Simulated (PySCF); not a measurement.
# Working with the constants of TeH

UHF-CCSD(T) constants of TeH, ²Π (doublet), unpaired electrons π ↑ (Te def2-TZVP with ECP28, H def2-TZVP; scalar-relativistic core potentials (PySCF 2.14); masses 129.9062 and 1.0078 u):

```
ωe              : 2147.0 cm⁻¹
ωexe            : 38.8 cm⁻¹
Be              : 6.1475 cm⁻¹
αe              : 0.166 cm⁻¹
D (centrifugal) : 0.000202 cm⁻¹
De to Te + H    : 2.79 eV
```

**Question.** Give the vibrational terms G(v) and spacings up to v = 6.

**Answer.** G(v) = ωe(v+½) − ωexe(v+½)².

| v | G(v) (cm⁻¹) | G(v) − G(v−1) | Bv (cm⁻¹) |
| --- | --- | --- | --- |
| 0 | 1064 |  | 6.064 |
| 1 | 3133 | 2069 | 5.899 |
| 2 | 5125 | 1992 | 5.732 |
| 3 | 7039 | 1914 | 5.566 |
| 4 | 8876 | 1837 | 5.401 |
| 5 | 10635 | 1759 | 5.234 |
| 6 | 12316 | 1681 | 5.069 |

**Question.** How well does the Morse estimate ωe²/(4ωexe) reproduce De, and what is D0?

**Answer.** It gives 3.68 eV, 132 % of the computed De. D0 = De − G(0) = 2.79 − 0.13 = 2.66 eV.

Correlated steps freeze 4 core orbitals. These are scalar-relativistic numbers at best; spin–orbit coupling would shift them, the dissociation energy most. The state is the lowest determinant that a PBE0 search found; another state may lie lower at other levels.
